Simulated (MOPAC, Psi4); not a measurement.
Interaction energy of CH2O2 ··· H4Si (SMILES O=CO and [SiH4]). Monomers: optimised at B3LYP-D3(BJ) (def2-TZVP), held rigid. Orientation: lowest of the rigid-body minima from ten starts at GFN2-xTB. R is the distance of the centres of mass, along which the second monomer moves.

Levels: PM7, restricted, heats of formation (MOPAC); wB97X-D/def2-TZVP, counterpoise-corrected (Psi4).

Interaction energies in kJ/mol:

```csv
R / Å,PM7
2.80,47.75
3.02,25.81
3.24,12.48
3.41,5.82
3.64,0.38
3.84,-1.97
4.14,-2.96
4.41,-2.58
4.91,-1.31
5.63,-0.45
6.62,-0.17
7.87,-0.06
```

Question: Predict the corresponding wB97X-D/def2-TZVP column.

Answer: 2.80: 32.75; 3.02: 7.67; 3.24: -3.37; 3.41: -6.78; 3.64: -7.82; 3.84: -7.16; 4.14: -5.41; 4.41: -3.99; 4.91: -2.24; 5.63: -0.95; 6.62: -0.32; 7.87: -0.11 (kJ/mol).
